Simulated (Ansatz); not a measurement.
## Ansatz (development build ahead of 0.2.0) run

```yaml
crystal:
  periodic: [false, false, false]
  atoms:
    - { symbol: P, position_ang: [0.0, 0.0, 0.0] }
    - { symbol: O, position_ang: [0.0, 0.0, 3.654] }
    - { symbol: Be, position_ang: [0.0, 2.0574, -0.5513] }
basis:
  gaussian: { orbitals: pcseg-2 }
magnetization:
  initial_magnetization: 1
hamiltonian:
  xc: { name: B3LYP }
```

The input is written out in the form of the current development build from the run's settings.

Output:

* Converged: yes
* Total energy: -431.05105 hartree
* Spin squared of the determinant: 0.750
* Stability test: minimum among restricted orbitals

Caution: stretched shape with no unrestricted run beside it, a lower state can exist; charge can spread falsely over distant fragments.
